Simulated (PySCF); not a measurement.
# Name the molecule from its bond curve

A diatomic of charge +1 contains Te. Its triplet curve at PBE0 in a double-zeta basis (scalar-relativistic core potentials, PySCF), in eV from the separated fragments:

R (Å), E (eV) and a bar:
```
    2.688     -0.681 ##############################
    2.812     -0.860 #############
    2.938     -0.954 ####
    3.031     -0.986 #
    3.125     -0.994 
    3.219     -0.985 #
    3.344     -0.953 ####
    3.500     -0.895 ##########
    3.688     -0.811 ##################
    3.938     -0.694 #############################
```

The fit gives ωe = 158 cm⁻¹ and the rotational constant Bₑ = 0.07775 cm⁻¹.

Which atom is the partner?

The minimum lies at 3.115 Å, so the reduced mass is 16.8576 u Å² cm⁻¹/(Bₑ·Re²) = 22.34 u. With Te at 129.91 u the partner weighs about 27.0 u: Al. The molecule is AlTe⁺.

Spin–orbit coupling is left out. The state is the lowest determinant that a PBE0 search found; another state may lie lower at other levels.
